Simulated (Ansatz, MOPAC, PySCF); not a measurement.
Complex: CH3F (SMILES CF) (first 5 atoms) with C2H6 (SMILES CC); geometry from B3LYP-D3(BJ)/def2-TZVP, rigid monomers moved along the line of their centres of mass till F2···H12 is 3.76 Å.
(charge 0, multiplicity 1):
```xyz
13

C     -0.52350     0.49054     0.50436
F     -0.42282    -0.84567     0.87486
H      0.28096     1.04886     0.98411
H     -0.43575     0.55976    -0.58045
H     -1.49081     0.87315     0.83073
C     -0.45703     0.40369     5.20364
C      0.95790    -0.16727     5.18582
H     -0.83183     0.50876     6.22379
H     -1.14637    -0.24298     4.65857
H     -0.49309     1.39197     4.73949
H      1.65955     0.48881     5.70525
H      1.31494    -0.30321     4.16388
H      0.99494    -1.14297     5.67426
```

Monomers are frozen at their geometry in the pair; levels with a basis set take the counterpoise correction. Rows marked so take none.

Frozen-core correlation. Rows in 3-21G, 6-311+G**, 6-31G* carry no dispersion term and start afresh at each structure (6-31G* with six Cartesian d functions). MP2/6-31G* freezes PySCF's default core. The state that AM1, PM6, PM7 reach isn't checked; PM7 holds dispersion and hydrogen-bond terms.

Programs: Ansatz (a quantum-chemistry and plane-wave program) with Gaussian orbitals; MOPAC for AM1, PM6, PM7 (differences of heats of formation); PySCF for 3-21G rows, 6-311+G** rows, 6-31G* rows, the dispersion terms. Values without a source in brackets are computed.

Other levels give for the interaction energy: PBE/def2-TZVPPD -0.21; B3LYP/def2-TZVPPD 0.07; B3LYP-D3(BJ)/def2-TZVPPD -0.36; wB97M-V/def2-TZVPPD -0.41; CCSD(T)/aug-cc-pVDZ -0.38 kcal/mol.

Question: What do these common cheap choices give for the same quantity: AM1, PM6, PM7, HF/6-31G*, B3LYP/3-21G (no counterpoise), B3LYP/6-31G*, B3LYP/6-311+G** (no counterpoise), MP2/6-31G* (no counterpoise)?

Answer: AM1 0.07; PM6 -0.01; PM7 -0.59; HF/6-31G* -0.03; B3LYP/3-21G (no counterpoise) -0.05; B3LYP/6-31G* 0.05; B3LYP/6-311+G** (no counterpoise) 0.02; MP2/6-31G* (no counterpoise) -0.33 kcal/mol. They span -0.59 to 0.07 kcal/mol.
